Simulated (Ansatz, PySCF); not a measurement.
System: SiH2F, charge 0, doublet. SiH2F (SMILES F[SiH2], doublet).
B3LYP-D3(BJ)/def2-TZVP minimum from Ansatz (an electronic-structure program):
```
Si
F 1 1.6108
H 1 1.4871 2 107.72
H 1 1.4871 3 111.30 2 -117.87
```
Charge 0, spin multiplicity 2.

Property: enthalpy of formation at 298 K (by atomisation, with rigid-rotor harmonic-oscillator terms from PySCF's Hessian at B3LYP-D3(BJ)/def2-TZVP and the atoms' measured values of the G2/97 table; no spin-orbit terms), in kcal/mol. Radicals and triplets start from unrestricted determinants; spin-orbit coupling is neglected. Cores are frozen in correlated methods. Rows without X2C or -DK are non-relativistic. CBS(X,Y): correlation extrapolated as X^-3, Hartree-Fock from the larger set (Q,5: extrapolated as (X+1)exp(-9√X)). A bracket is a step between two methods taken in the basis named. Functionals run without relativity, which enters their misses. 'core' is core correlation in cc-pwCVTZ (1s frozen past Ne), 'X2C' scalar relativity in cc-pVTZ-DK, both at CCSD(T). For partners of very few electrons the exact lower level stands in for a higher one.

```csv
level,program,enthalpy of formation at 298 K (kcal/mol),difference against the last row
HF/cc-pV(Q+d)Z,Ansatz,20.7,65.2
r2SCAN/def2-TZVPD,Ansatz,-45.9,-1.4
MP2/cc-pV(T+d)Z,Ansatz,-41.0,3.5
MP2/cc-pV(Q+d)Z,Ansatz,-47.5,-3.0
"CCSD/CBS(cc-pV(T+d)Z,cc-pV(Q+d)Z)",Ansatz,-42.6,1.9
CCSD(T)/cc-pV(5+d)Z,Ansatz,-44.2,0.3
"CCSD(T)/CBS(cc-pV(Q+d)Z,cc-pV(5+d)Z)",Ansatz,-45.8,-1.3
CCSDT(Q)/cc-pV(D+d)Z,Ansatz,-14.8,29.7
CCSDT(Q)/cc-pV(T+d)Z,Ansatz,-35.8,8.7
CCSDTQ/cc-pV(D+d)Z,Ansatz,-14.8,29.7
"CCSD(T)/CBS(cc-pV(Q+d)Z,cc-pV(5+d)Z) + [CCSDT(Q) - CCSD(T)]/cc-pV(T+d)Z + [CCSDTQ - CCSDT(Q)]/cc-pV(D+d)Z + core + X2C",Ansatz,-44.5,0.0
```
